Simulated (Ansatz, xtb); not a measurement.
CH4SSn: which of two structures lies lower

Structure a is a singlet given by its coordinates and structure b is a singlet given by its coordinates. Both are isolated molecules in the gas phase, relaxed with BLYP-D3(BJ)/def2-SVP.

a (Å):

```yaml
atoms:
  - { symbol: C, position_ang: [0.1785, 0.3652, 1.6369] }
  - { symbol: S, position_ang: [0.1554, 1.3144, 0.0420] }
  - { symbol: Sn, position_ang: [-1.5951, 0.3545, -1.4259] }
  - { symbol: H, position_ang: [1.1854, -0.0750, 1.7706] }
  - { symbol: H, position_ang: [-2.0517, -0.8900, -0.1801] }
  - { symbol: H, position_ang: [-0.0204, 1.0682, 2.4686] }
  - { symbol: H, position_ang: [-0.5832, -0.4343, 1.6302] }
```

Close contacts (Å): C1–S2 1.86, S2–Sn3 2.48, C1–H4 1.11, C1–H6 1.11, C1–H7 1.10, Sn3–H5 1.82.

b (Å):

| atom | x (Å) | y (Å) | z (Å) |
| --- | --- | --- | --- |
| C | -1.9880 | -0.0767 | -1.6387 |
| S | -1.1739 | -2.9817 | -3.3866 |
| Sn | -2.9126 | -1.1772 | -3.3795 |
| H | -1.9423 | -0.7503 | -0.7582 |
| H | -2.5704 | 0.8276 | -1.3729 |
| H | -0.9525 | 0.2237 | -1.9012 |
| H | -0.4507 | -2.4907 | -2.3375 |

Close contacts (Å): C1–Sn3 2.26, S2–Sn3 2.51, C1–H4 1.11, C1–H5 1.11, C1–H6 1.11, S2–H7 1.37.

Question: Estimate E(b) − E(a) at the level CCSD(T)/def2-TZVP.

Answer: Calculated at CCSD(T)/def2-TZVP: E(b) − E(a) = −47.0 kJ/mol, so structure b lies lower.

The same difference at several levels:

```json
{"level": "GFN2-xTB", "geometry": "GFN2-xTB", "E(b) − E(a) (kJ/mol)": "+4.9", "departure from the last row (kJ/mol)": "+52.0", "job, with rough time for the two": "optimisation, 0.29 s"}
{"level": "HF/STO-3G", "geometry": "GFN2-xTB", "E(b) − E(a) (kJ/mol)": "−55.0", "departure from the last row (kJ/mol)": "−8.0", "job, with rough time for the two": "single point, 1.1 s"}
{"level": "r2SCAN-D4/def2-SVP", "geometry": "GFN2-xTB", "E(b) − E(a) (kJ/mol)": "−39.4", "departure from the last row (kJ/mol)": "+7.6", "job, with rough time for the two": "single point, 4 s"}
{"level": "BLYP-D3(BJ)/def2-SVP", "geometry": "BLYP-D3(BJ)/def2-SVP", "E(b) − E(a) (kJ/mol)": "−36.5", "departure from the last row (kJ/mol)": "+10.5", "job, with rough time for the two": "optimisation, 39 s"}
{"level": "HF/def2-TZVP", "geometry": "BLYP-D3(BJ)/def2-SVP", "E(b) − E(a) (kJ/mol)": "−41.5", "departure from the last row (kJ/mol)": "+5.5", "job, with rough time for the two": "part of the CCSD(T) run"}
{"level": "MP2/def2-TZVP", "geometry": "BLYP-D3(BJ)/def2-SVP", "E(b) − E(a) (kJ/mol)": "−51.6", "departure from the last row (kJ/mol)": "−4.5", "job, with rough time for the two": "part of the CCSD(T) run"}
{"level": "CCSD(T)/def2-TZVP", "geometry": "BLYP-D3(BJ)/def2-SVP", "E(b) − E(a) (kJ/mol)": "−47.0", "departure from the last row (kJ/mol)": "", "job, with rough time for the two": "single point, 92 s"}
```

GFN2-xTB puts the two in the other order. The largest departure from CCSD(T)/def2-TZVP is that of GFN2-xTB, 52.0 kJ/mol.

With harmonic frequencies from BLYP-D3(BJ)/def2-SVP (ideal gas, rigid rotor, one conformer each, 400 K, 1 atm): on the last row, ΔE + ΔZPE = −47.4, ΔH = −46.0, ΔG = −48.1 kJ/mol.

The correlated steps freeze 10 core orbitals; the filled d shell of Sn is correlated, in a basis made for valence electrons. Atoms past krypton carry core potentials in the def2 sets, other sets are all-electron and non-relativistic, and no spin–orbit term is included. Programs: Ansatz 0.2.0, xtb 6.7.1; the last row on 1 thread of Arm Neoverse V1 on a shared host.
